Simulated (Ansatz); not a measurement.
A nudged elastic band was laid between two geometries of a periodic cell of 19 atoms, AlC₁₈ (surface graphene monolayer, adsorbate Al).

Computed with DFT PBE, scalar-relativistic, plane waves, PAW in Ansatz 0.2.0. Settings: cutoff 420 eV, k mesh 2x2x1, gaussian smearing 0.05 eV, spin collinear.

```json
{
 "movable images": "5",
 "climbing image": "yes",
 "spring": "2.0 eV/Å²",
 "optimiser": "quadratic models (default)",
 "start path": "straight line",
 "force threshold": "0.03 eV/Å",
 "iteration limit": "65",
 "end points": "relaxed"
}
```

First end point:

```xyz
19
Lattice="7.3980 0.0000 0.0000 -3.6990 6.4069 0.0000 0.0000 0.0000 11.0000" Properties=species:S:1:pos:R:3
C -0.004 0.005 0.972
C 1.229 0.710 0.970
C -1.231 2.130 0.972
C -0.004 2.845 0.970
C -2.463 4.273 0.969
C -1.231 4.985 0.972
C 2.462 -0.002 0.970
C 3.695 0.703 0.971
C 1.223 2.130 0.971
C 2.454 2.841 0.968
C -0.004 4.269 0.970
C 1.223 4.985 0.971
C 4.928 -0.002 0.970
C 6.161 0.710 0.970
C 3.695 2.125 0.968
C 4.935 2.841 0.969
C 2.454 4.273 0.968
C 3.695 4.989 0.969
Al 3.686 3.554 3.059
```

Last end point:

Only the atoms that move by more than 0.05 Å are listed.
```
Al19 2.453 5.689 3.059
```

Q: What changes between the two ends?

A: The atom that moves furthest is Al19, by 2.47 Å; four of its nearest neighbours are C10 2.53, C17 2.53, C15 2.53, C18 2.54 Å at the first end and C12 2.53, C13 2.53, C17 2.53, C14 2.54 Å at the last.

Q: Give the energies along the band, and the barrier.

A: The forces met the threshold. The highest image is number 3 of 0 to 6, 0.174 eV above the ends, which have the same energy within 2 meV. By the program's own check the climbing image is of a kind that is not told: the force calls were inconclusive, a negative curvature could not be distinguished from the path's own, the only one lies far off the path, or fixed occupations may fill a level only in part (lowest curvatures found: -0.58 and 0.14 eV/Å²). Limits of this set-up: slab without dipole correction, a typed lattice constant that wasn't relaxed here.

```csv
image,path coordinate (Å),energy (eV)
0,0.00,0.000
1,0.40,0.044
2,0.80,0.131
3,1.21,0.174
4,1.61,0.131
5,2.01,0.044
6,2.41,0.000
```

Q: What is the geometry of the highest image?

A: 
```xyz
19
Lattice="7.3980 0.0000 0.0000 -3.6990 6.4069 0.0000 0.0000 0.0000 11.0000" Properties=species:S:1:pos:R:3
C -0.004 0.008 0.965
C 1.231 0.712 0.973
C -1.236 2.135 0.973
C -0.005 2.845 0.969
C -2.462 4.265 0.965
C -1.234 4.982 0.973
C 2.462 -0.002 0.969
C 3.693 0.709 0.973
C 1.226 2.132 0.973
C 2.461 2.836 0.965
C -0.008 4.268 0.973
C 1.220 4.985 0.965
C 4.925 0.002 0.970
C 6.159 0.714 0.970
C 3.697 2.130 0.970
C 4.930 2.842 0.970
C 2.456 4.266 0.936
C 3.701 4.985 0.937
Al 3.071 4.621 3.127
```

The band took 4 iterations and roughly 4 core-minutes.

Run time: 2.2 min on 2 threads of INTEL(R) XEON(R) PLATINUM 8581C CPU @ 2.10GHz (Emerald Rapids), on a shared host, peak memory 1.7 GiB.
